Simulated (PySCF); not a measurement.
Species: C8H17P.
Numbering: `[CH3:1][CH2:2][P:3]([CH3:4])[CH:5]1[CH2:6][CH2:7][CH2:8][CH2:9]1`

Cartesian coordinates in Å at the GFN2-xTB level; atoms count from 1:
```xyz
26
C8H17P angstrom
C      3.537   -0.705    0.187
C      2.053   -0.678    0.531
P      1.045    0.154   -0.802
C      1.473    1.913   -0.405
C     -0.613    0.092    0.057
C     -1.679    0.885   -0.700
C     -3.008    0.339   -0.168
C     -2.711   -1.095    0.309
C     -1.212   -1.315    0.071
H      3.944    0.302    0.132
H      4.093   -1.257    0.944
H      3.693   -1.188   -0.776
H      1.686   -1.703    0.617
H      1.889   -0.172    1.487
H      2.506    2.101   -0.691
H      1.344    2.123    0.657
H      0.836    2.574   -0.989
H     -0.520    0.472    1.083
H     -1.592    1.961   -0.556
H     -1.584    0.674   -1.768
H     -3.356    0.949    0.666
H     -3.780    0.359   -0.936
H     -2.943   -1.197    1.370
H     -3.306   -1.832   -0.230
H     -0.768   -1.957    0.830
H     -1.048   -1.778   -0.905
```

Probes without a nucleus sit at each ring's centroid and 1 Å off its mean plane on both sides; NICS is minus the shielding there, NICSzz its component along the normal. Level: GIAO PBE0/pcSseg-1 (PySCF, non-relativistic, gas phase) on the GFN2-xTB geometry, one conformer.

Ring bond lengths (Å), with Mayer bond orders in brackets: C5–C6 1.530 (0.99), C6–C7 1.532 (1.05), C7–C8 1.540 (1.03), C8–C9 1.534 (1.05), C9–C5 1.529 (1.00).

Question: Give the NICS values of each ring in ppm.

Answer: 
```tsv
ring	type	NICS(0)	NICS(1), two faces	NICS(1)zz, two faces	rms pucker (Å)	centre to ring atoms, mean (Å)
C5–C6–C7–C8–C9	5-membered carbocycle; formal bonds all single	-5.4	-4.2 / -4.1	-3.9 / -3.9	0.18	1.28
```

Question: What do they say, and how far can they be read as aromaticity?

Answer: 
- C5–C6–C7–C8–C9: mean NICS(1)zz -3.9 ppm, shielded. C5, C6, C7, C8, C9 have four or more neighbours, so the value isn't read as a sign of a π ring current.

Question: At the second NICS(1) probe listed for ring C5–C6–C7–C8–C9, 1 Å off the ring, how large is the induced field along the normal in 9.4 T applied along it?

Answer: NICSzz × B0 = -3.9 ppm × 9.4 T = -37 μT, against the applied field.

The run took 73 s wall on one thread of an Arm Neoverse V1, no GPU, shared host, and the process peaked at 1.1 GiB of memory. This is the whole shielding run at PBE0/pcSseg-1, SCF included.
